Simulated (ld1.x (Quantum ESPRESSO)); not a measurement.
**cobalt (Co): one change to an ultrasoft potential, before and after**

ld1.x (Quantum ESPRESSO) 7.5 input, shortened:

```
&input
   title='Co', zed=27., rel=1, dft='PZ', iswitch=3,
   config='[Ar] 3d7 4s2 4p0'
 /
 &inputp
   pseudotype=3, tm=.true., lloc=-1, rcloc=2.15,
   nlcc=.true., rcore=0.75,
   which_augfun='PSQ', rmatch_augfun=1.10
 /
6
4S  1  0   2.00   0.00  1.80  2.45  0.0
4S  1  0   0.00   1.30  1.80  2.45  0.0
4P  2  1   0.00   0.00  3.10  3.55  0.0
4P  2  1   0.00   2.05  3.10  3.55  0.0
3D  3  2   7.00   0.00  1.45  1.55  0.0
3D  3  2   0.00   2.10  1.45  1.55  0.0
 &test
   configts(1)='3d7 4s2 4p0'
 /
```

All-electron outer shells of the reference configuration (LDA (PZ), scalar-relativistic, ld1.x):

```json
{"shell": "3s", "level (eV)": "-101.87", "outermost node (bohr)": "0.31", "outermost maximum (bohr)": "0.67"}
{"shell": "3p", "level (eV)": "-65.51", "outermost node (bohr)": "0.28", "outermost maximum (bohr)": "0.68"}
{"shell": "3d", "level (eV)": "-8.46", "outermost node (bohr)": "–", "outermost maximum (bohr)": "0.66"}
{"shell": "4s", "level (eV)": "-5.68", "outermost node (bohr)": "0.96", "outermost maximum (bohr)": "2.29"}
{"shell": "4p", "level (eV)": "-1.39", "outermost node (bohr)": "1.05", "outermost maximum (bohr)": "3.21"}
```

Change: wave 3d channel at 2.1 Ry: rcut 1.45, rcutus 1.55 bohr becomes 3d channel at 3.13 Ry: rcut 1.45, rcutus 1.55 bohr.

Cutoffs: the cutoffs (Ry, on a coarse ladder) from which the occupation-weighted sum of valence levels, in a spherical-Bessel basis at the reference potential, stays within 10 and 1 mRy of its value at 400 Ry; they do not see the model core or the augmentation charge, which bear on the density cutoff. Errors are all-electron minus pseudo energies relative to the spin-unpolarised reference configuration.

Predict the effect on cutoff, ghosts and configuration errors.

The potential gets neither clearly harder nor softer (45 Ry and 80 Ry → 45 Ry and 80 Ry); of the 9 tests that both files solve, the error grows in 2 and shrinks in 1 by more than 15 % and 0.3 meV (median size 100.0 → 93.6 meV); neither file shows a bound ghost.

| quantity | base | changed |
| --- | --- | --- |
| cutoff, loose | 45 Ry | 45 Ry |
| cutoff, tight | 80 Ry | 80 Ry |
| loose cutoff by channel (10 mRy a level) | s 6 Ry, d 35 Ry | s 6 Ry, d 40 Ry |
| bound ghosts | none | none |
| error for 3d7 4s1 4p0, meV [ΔE 9.30 eV] | -1.1 | -1.0 |
| error for 3d7 4s0 4p0, meV [ΔE 26.38 eV] | -4.7 | -4.0 |
| error for 3d6 4s0 4p0, meV [ΔE 62.57 eV] | -215 | -251 |
| error for 3d7.5 4s1.5 4p0, meV [ΔE -0.98 eV] | -16 | -17 |
| error for 3d8 4s1 4p0, meV [ΔE -1.24 eV] | -56 | -54 |
| error for 3d6 4s2 4p1, meV [ΔE 9.77 eV] | -327 | -249 |
| error for 3d7 4s0 4p2, meV [ΔE 9.14 eV] | -653 | -773 |
| error for 3d7 4s2 4p0 (spin-polarised), meV [ΔE -1.98 eV] | +100 | +94 |
| error for 3d7 4s1 4p0 (spin-polarised), meV [ΔE 6.72 eV] | +111 | +105 |
| s: phases at 3.85 bohr within 0.05 rad from the reference energy up to (Ry; the scan ends near 5) | 4.3 | 4.3 |
| p: phases at 3.85 bohr within 0.05 rad from the reference energy up to (Ry; the scan ends near 5) | 4.0 | 4.0 |
| d: phases at 3.85 bohr within 0.05 rad from the reference energy up to (Ry; the scan ends near 5) | to the end of the scan | to the end of the scan |
| lowest overlap eigenvalue by channel | s 0.41, p 0.91, d 0.20 | s 0.41, p 0.91, d 0.82 |
